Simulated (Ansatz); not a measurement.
Two structures, one formula

The two ends of one reaction step of SiH$_{4}$SOF$_{2}$, singlet (PBE0-D4/def2-TZVP).

A:

```tsv
atom	x (Å)	y (Å)	z (Å)
Si1	-0.4724	0.8272	-0.0245
O2	0.6578	-1.7829	0.4878
F3	-1.6682	-0.2219	-0.0180
F4	0.1114	0.8367	1.4552
H5	-1.0688	2.1552	-0.2583
H6	-0.1832	-2.2467	0.5181
S7	0.9798	0.4244	-1.4896
H8	0.8878	-1.6074	1.4042
H9	0.7560	1.6154	-2.0750
```

B:

Si1  (-0.625, 0.477, 1.012)
O2  (0.515, -0.675, 0.959)
F3  (-1.993, -0.051, 0.418)
F4  (-0.934, 0.856, 2.520)
H5  (-0.164, 1.651, 0.276)
H6  (0.845, -0.938, -1.478)
S7  (0.391, -0.327, -2.585)
H8  (0.467, -1.415, 1.568)
H9  (1.499, 0.422, -2.691)
(Å)

Program: Ansatz 0.2.0. Basis: def2-TZVPP. Cores are frozen in the correlated methods. B3LYP uses VWN-RPA correlation.

**Question.** Which structure is lower at CCSD(T), and by how much? (An estimate is asked for; the value comes from the calculation.)

**Answer.** The calculation gives: B, by 12.87 kcal/mol (electronic energy, against the other). By their contacts, A is a complex of SiH₂SF₂ ([F][SiH]([F])[SH]) + H₂O and B is a complex of SiH₂OF₂ ([OH][SiH]([F])[F]) + H₂S.

All methods give the same order:

```
      method  E(B) − E(A) (kcal/mol)
       SPW92                   -8.54
      PBE-D4                   -8.80
     BLYP-D4                  -11.47
   r2SCAN-D4                  -10.74
      B97M-V                  -11.14
     PBE0-D4                   -9.96
    B3LYP-D4                  -12.32
  r2SCAN0-D4                  -11.38
    BHLYP-D4                  -13.51
CAM-B3LYP-D4                  -13.48
     wB97X-V                  -11.69
     wB97M-V                  -11.31
      B2PLYP                  -13.26
    PBE-QIDH                  -11.49
  RPA on PBE                  -13.42
          HF                  -17.65
         MP2                  -12.37
        CCSD                  -13.76
     CCSD(T)                  -12.87
```

No T1 diagnostic of these runs exceeds 0.012.

Labels in which every atom is bracketed show which atoms are joined, not bond orders.

For scale, one of the runs: CCSD(T)/def2-TZVPP, 233 basis functions, launched by `ansatz run in.yaml --threads 4 --pin off --events-out ev --progress --plain --max-ram 9574MiB`. Hardware: 4 CPU threads of an Arm Neoverse V1, shared host. Wall time 2.3 min; peak host memory 4.2 GiB.
